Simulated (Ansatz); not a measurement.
Reaction (ligand exchange at the Sc–N bond): `C[N](C)[Sc]([NH2])[NH2]` + H–F → `[NH2][Sc]([NH2])[F]` + `CNC`

Isolated molecules relaxed with PBE0-D4/def2-TZVP in Ansatz; ΔE leaves out vibrations. CBS: MP2 limit from def2 TZ/QZ plus the TZ coupled-cluster correction, frozen cores. This one scheme is used for every species. Functionals use def2-TZVPP. B3LYP here is the variant with VWN-RPA as its local correlation; programs differ in this. HSE06 is defined as in plane-wave codes. For Sc outer-core shells are correlated without core-valence functions, which leaves a few kJ/mol of doubt a bond. Scalar relativity is left out up to krypton. One conformer a species, not always the lowest.

| level | ΔE (kcal/mol) | difference from CCSD(T)/CBS |
| --- | --- | --- |
| revPBE-D4 | -31.2 | -1.3 |
| BLYP-D4 | -32.5 | -2.6 |
| B3LYP-D4 | -33.0 | -3.1 |
| r2SCANh-D4 | -33.4 | -3.5 |
| PBE0 | -34.1 | -4.2 |
| HSE06 | -33.9 | -4.0 |
| CAM-B3LYP | -36.8 | -6.9 |
| RPA@PBE/def2-TZVPP | -30.5 | -0.6 |
| MP2/def2-SVP | -34.1 | -4.2 |
| HF/def2-TZVPP | -38.6 | -8.7 |
| MP2/def2-TZVPP | -30.1 | -0.2 |
| SCS-MP2/def2-TZVPP | -31.8 | -1.9 |
| CCSD/def2-TZVPP | -32.2 | -2.3 |
| MP2/def2-QZVPP | -29.5 | 0.4 |
| SCS-MP2/def2-QZVPP | -31.3 | -1.4 |
| CCSD/CBS(def2) | -31.2 | -1.3 |
| CCSD(T)/CBS | -29.9 | 0 |

Q: What do rigid-rotor, harmonic-oscillator terms from PBE0-D4/def2-TZVP frequencies (298.15 K, 1 bar) make of the CCSD(T)/CBS value? (An estimate is asked.)

A: The calculation gave: ΔZPE = +2.8 kcal/mol, ΔH = -28.3 kcal/mol, ΔS = 11 J/(mol·K), ΔG = -29.1 kcal/mol. Modes under 50 cm⁻¹ make the entropy rough.

Largest T1 diagnostic among the species: 0.015.

At CCSD(T), def2-SVP lies −4.3 kcal/mol from the extrapolated value and def2-TZVPP −1.1 kcal/mol. Leaving LDA and LC-ωPBE aside and taking each functional with its dispersion term where it has one, the values, not all of them listed here, spread over 3.9 kcal/mol, from ωB97X-V to revPBE-D4. LDA lies +2.6 kcal/mol from PBE without D4. The D4 term adds +3.0 kcal/mol with B3LYP and +1.8 kcal/mol with PBE0; it sums over pairs of atoms, weighted by their polarisabilities, and B3LYP, whose exchange is more repulsive, gets the larger term.
